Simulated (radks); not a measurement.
Problem. The mean radii <r> (bohr) of the occupied orbitals of an atom or ion are listed with their occupations. Method: Dirac Kohn-Sham, PBE, spin-unpolarised, spherical densities, finite nucleus; Fermi nuclear charge, rms radius of each element as measured or else 0.836 A^(1/3) + 0.57 fm; computed with a radial shooting solver on a logarithmic mesh with Libxc functionals.

orbital  occ.      <r>
1s1/2       2  0.02274
2s1/2       2  0.09651
2p1/2       2  0.08074
2p3/2       4  0.08737
3s1/2       2   0.2546
3p1/2       2   0.2443
3p3/2       4   0.2570
3d3/2       4   0.2287
3d5/2       6   0.2327
4s1/2       2   0.5757
4p1/2       2   0.5887
4p3/2       4   0.6165
4d3/2       4   0.6530
4d5/2       6   0.6625
5s1/2       2    1.340
5p1/2       2    1.479
5p3/2       4    1.557
4f5/2       3   0.8155
5d3/2       3    2.151

Name the element and its charge. Open shells, if any, fill j = l - 1/2 first.

Solution. Z = 62, samarium, charge +2: Sm2+ in [Xe] 4f3 5d3. The 1s radius gives Z: for a bare nucleus <r> = (2 gamma + 1)/(2Z) with gamma = sqrt(1 - (Z/c)^2), 0.02245 bohr for Z = 62, and screening makes it slightly larger (0.02274 here). The occupations add up to 60, and the charge is Z minus that.
